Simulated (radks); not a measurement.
Values are calculated unless marked as measured or tabulated.
The nuclear charge of neutral xenon is varied continuously with 54 electrons held in [Xe]. Code: a radial shooting solver on a logarithmic mesh with Libxc functionals. Model: scalar-relativistic Kohn-Sham, PBE, spin-polarised, spherical densities, finite nucleus; Fermi nuclear charge, rms radius 4.7859 fm. By the Hellmann-Feynman theorem dE/dZ = E(electron-nucleus)/Z, the electronic potential at the nucleus (averaged over a nucleus of fixed radius). The scalar-relativistic energy here is not variational (the density holds large components alone), so the two differ by a part that grows with Z.

Z      E (hartree)  E(electron-nucleus)/Z (hartree)  HOMO  e(HOMO) (eV)  <r> HOMO (bohr)
53.75  -7363.53359                         -331.626    5p        -5.949            2.391
54     -7447.03737                         -333.780    5p        -8.235            2.313
54.25   -7531.0852                         -335.933    5p       -10.658            2.244
54.5    -7615.6771                         -338.087    5p       -13.209            2.181
54.75   -7700.8134                         -340.242    5p       -15.882            2.124
55      -7786.4944                         -342.398    5p       -18.671            2.071

The central difference of E at Z = 54 is -335.103 hartree, to compare with the third column; the second derivative is -8.7 hartree.
